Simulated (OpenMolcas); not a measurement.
## OpenMolcas run: Ir

Input:

```
&GATEWAY
Coord
1

Ir 0.0 0.0 0.0
Basis=ANO-R1
Group=XYZ
NoMove
AngMom=0.0 0.0 0.0
AMFI
&SEWARD
&RASSCF
FileOrb=start.orb
Symmetry=1
Spin=4
nActEl=9 0 0
Inactive=15 19
Ras2=6 0
CIRoot=20 20 1
SDav=20
CIMx=300
Iter=120 100
PrWF=0.3
OrbListing=Nothing
MaxOrb=0
Atom
>>> COPY $Project.JobIph JOB001
&RASSCF
FileOrb=start.orb
Symmetry=1
Spin=2
nActEl=9 0 0
Inactive=15 19
Ras2=6 0
CIRoot=70 70 1
SDav=70
CIMx=300
Iter=120 100
PrWF=0.3
OrbListing=Nothing
MaxOrb=0
Atom
CIOnly
>>> COPY $Project.JobIph JOB002
&RASSI
NrOfJobIphs=2 20 35
1 2 3 4 5 6 7 8 9 10 11 12 13 14 15 16 17 18 19 20
1 2 3 4 5 6 7 8 9 10 11 12 13 14 15 16 17 18 19 20 21 22 23 24 25 26 27
28 29 30 31 32 33 34 35
IphNames
JOB001
JOB002
EJob
SpinOrbit
DIPRint=1.0
SOCoupling=1000.0
Subsets=2
MEES
Property=10
'ANGMOM' 1 'ANGMOM' 2 'ANGMOM' 3 'MLTPL  1' 1 'MLTPL  1' 2 'MLTPL  1' 3
'AMFI' 1 'AMFI' 2 'AMFI' 3 'MLTPL  2' 6
SOProperty=3
'ANGMOM' 1 'ANGMOM' 2 'ANGMOM' 3
```

Launched by
```bash
OMP_NUM_THREADS=1 MOLCAS_MEM=2252 MOLCAS_PROJECT=a pymolcas a.inp > a.log  # once for each step of the input, in one work folder
```

A driver script runs the steps one by one and writes start.orb anew before each from the orbitals found so far, so a CI-only block uses the converged orbitals of the first block.

Output, cut to the results:

```
--- SEWARD ---
Basis set label: IR.ANO-R...7S5P4D2F.

      Electronic valence basis set:
      ------------------
      Associated Effective Charge  77.000000 au
      Associated Actual Charge     77.000000 au
      Nuclear Model: Finite nucleus - Gaussian distribution
        Gaussian exponent, Xi/bohr**(-2):  1.43981E+08

      Shell  nPrim  nBasis  Cartesian Spherical Contaminant
         s      25       7        X
         p      20       5        X
         d      15       4                 X
         f      10       2                 X
                  Relativistic X2C integrals
                  Atomic mean-field integrals
--- RASSCF ---
Wave function specifications:
      -----------------------------

      Number of closed shell electrons          68
      Number of electrons in active shells       9
      Max number of holes in RAS1 space          0
      Max nr of electrons in RAS3 space          0
      Number of inactive orbitals               34
      Number of active orbitals                  6
      Number of secondary orbitals              16
      Spin quantum number                      1.5
      State symmetry                             1
Orbital specifications:
      -----------------------

      Symmetry species                           1   2
                                                ag  au
      Frozen orbitals                            0   0
      Inactive orbitals                         15  19
      Active orbitals                            6   0
      RAS1 orbitals                              0   0
      RAS2 orbitals                              6   0
      RAS3 orbitals                              0   0
      Secondary orbitals                         6  10
      Deleted orbitals                           0   0
      Number of basis functions                 27  29
      Number of CSFs                            20
      Number of root(s) required                20
      Iter CI   SX   CI       RASSCF       Energy    max ROT     max BLB   max BLB  Level Ln srch  Step   QN
          iter iter root      energy       change     param      element    value   shift minimum  type update
 Nr of preliminary CI iterations:   1
      Total energies have been shifted. Add               -17000.00 au
        1   1    2    0  -824.12971951    0.00E+00   2.11E-07   15  22 1  3.93E-07   0.00   0.00    SX    NO
        2   1    2    0  -824.12971951   -4.73E-11   6.13E-08   17  24 1  1.28E-07   0.00   0.00    SX    NO
        3   1    2    0  -824.12971951    1.09E-11   4.46E-08   15  22 1  9.84E-08   0.00   0.00    SX    NO
        4   1    2    0  -824.12971951    2.91E-11   3.21E-08   19  22 2  7.05E-08   0.00   0.00    SX    NO
      Convergence after  4 iterations
        5   1    2    0  -824.12971951   -2.18E-11   3.21E-08   19  22 2 -5.54E-08   0.00   0.00    SX    NO
      Natural orbitals and occupation numbers for root  1
      sym 1:   1.078688   1.000000   1.921312   1.078688   1.921312   2.000000
      Natural orbitals and occupation numbers for root  2
      sym 1:   1.931442   1.000000   1.931442   1.068558   1.068558   2.000000
      Natural orbitals and occupation numbers for root  3
      sym 1:   1.139223   1.860777   1.860777   1.139223   1.000000   2.000000
::    RASSCF root number  1 Total energy: -17824.14687696
::    RASSCF root number  2 Total energy: -17824.14687696
::    RASSCF root number  3 Total energy: -17824.14687696
::    RASSCF root number  4 Total energy: -17824.14687696
::    RASSCF root number  5 Total energy: -17824.14687696
::    RASSCF root number  6 Total energy: -17824.14687696
::    RASSCF root number  7 Total energy: -17824.14687696
::    RASSCF root number  8 Total energy: -17824.14423130
::    RASSCF root number  9 Total energy: -17824.14423130
::    RASSCF root number 10 Total energy: -17824.14423130
::    RASSCF root number 11 Total energy: -17824.14423130
::    RASSCF root number 12 Total energy: -17824.14423130
::    RASSCF root number 13 Total energy: -17824.14423130
::    RASSCF root number 14 Total energy: -17824.14423130
::    RASSCF root number 15 Total energy: -17824.09409490
::    RASSCF root number 16 Total energy: -17824.09409490
::    RASSCF root number 17 Total energy: -17824.09409490
::    RASSCF root number 18 Total energy: -17824.09144924
::    RASSCF root number 19 Total energy: -17824.09144924
::    RASSCF root number 20 Total energy: -17824.09144924
--- RASSCF ---
Wave function specifications:
...
--- RASSI ---
SPIN-FREE ENERGIES:
  (Shifted by EMIN (a.u.) =     -17824.1468769596)

 SF State       Relative EMIN(au)   Rel lowest level(eV)    D:o, cm**(-1)      L_eff

     1             0.0000000000        0.0000000000              0.0000         3.0
     2             0.0000000000        0.0000000000              0.0000         3.0
     3             0.0000000000        0.0000000000              0.0000         3.0
     4             0.0000000000        0.0000000000              0.0000         3.0
     5             0.0000000000        0.0000000000              0.0000         3.0
     6             0.0000000000        0.0000000000              0.0000         3.0
     7             0.0000000000        0.0000000000              0.0000         3.0
     8             0.0026456575        0.0719920087            580.6547         3.0
     9             0.0026456575        0.0719920087            580.6547         3.0
    10             0.0026456575        0.0719920087            580.6547         3.0
    11             0.0026456575        0.0719920087            580.6547         3.0
    12             0.0026456575        0.0719920087            580.6547         3.0
    13             0.0026456575        0.0719920087            580.6547         3.0
    14             0.0026456575        0.0719920087            580.6547         3.0
    21             0.0341787618        0.9300514897           7501.3712         1.0
    22             0.0341787618        0.9300514897           7501.3712         1.0
    23             0.0341787618        0.9300514897           7501.3712         1.0
    24             0.0369070465        1.0042918970           8100.1604         2.0
    25             0.0369070465        1.0042918970           8100.1604         2.0
    26             0.0369070465        1.0042918970           8100.1604         2.0
    27             0.0369070465        1.0042918970           8100.1604         2.0
...
```

Levels above the lowest, from the spin-orbit matrix, grouped by J:

```csv
Configuration,Term,J,E (cm⁻¹),Measured (cm⁻¹),Term weight %,Second
5d⁷ 6s²,⁴F,9/2,0.0,0.0,83,12 ²G
5d⁸ 6s,⁴F,9/2,2466,2835,94,6 5d⁷ 6s² ⁴F
5d⁸ 6s,⁴F,7/2,6243,,47,38 5d⁷ 6s² ⁴F
5d⁷ 6s²,²P,3/2,6300,,41,34 5d⁸ 6s ²D
5d⁷ 6s²,⁴F,7/2,7124,7107,58,37 5d⁸ 6s ⁴F
5d⁸ 6s,²D,5/2,7791,,45,30 5d⁷ 6s² ⁴F
5d⁸ 6s,⁴F,5/2,11302,12218,66,28 5d⁷ 6s² ⁴F
5d⁷ 6s²,²P,3/2,12200,,30,28 ⁴F
5d⁷ 6s²,⁴F,5/2,13752,,40,19 5d⁸ 6s ⁴P
5d⁸ 6s,⁴F,3/2,14827,,54,46 5d⁷ 6s² ⁴F
5d⁸ 6s,²F,7/2,14870,13088,84,15 ⁴F
5d⁷ 6s²,²G,9/2,15205,13940,71,18 ²H
5d⁷ 6s²,²P,1/2,15251,12506,77,22 ⁴P
5d⁷ 6s²,⁴P,5/2,17186,12952,88,12 5d⁸ 6s ⁴P
```

Against the 7 measured excited levels shown (NIST Handbook of Basic Atomic Spectroscopic Data) the mean absolute deviation is 1600 cm-1; the largest miss in energy is 5d⁷ 6s² ⁴P_5/2: computed 17186, measured 12952 cm⁻¹ (+32.7 %).

Without dynamic correlation excited terms often stand tens of per cent too high (terms of higher spin than the ground term too low), and those without a measured partner can miss by more than the paired ones. Terms from blocks run as CI alone lack orbitals of their own. Configurations are named by rounded mean occupations; where the s occupation lies near a half they are strongly mixed, a name can repeat and a true partner stay unpaired. A single d shell beside an s shell can misplace configurations of different d count against each other. Computed and measured levels are paired by configuration, term and J; levels that our copy of the source lacks, or whose pairing is in doubt (as where it misses far off the trend of its configuration), stay unpaired and out of the deviations. Levels of configurations outside the active space are missing. The first state left out of the spin-orbit step lies near 22000 cm-1 above the lowest spin-free state of the reference (among the parities and spins computed), and the list stops at four fifths of that energy or lower.

The term weight is that of the spin-free term in the level, not the purity of its configuration.
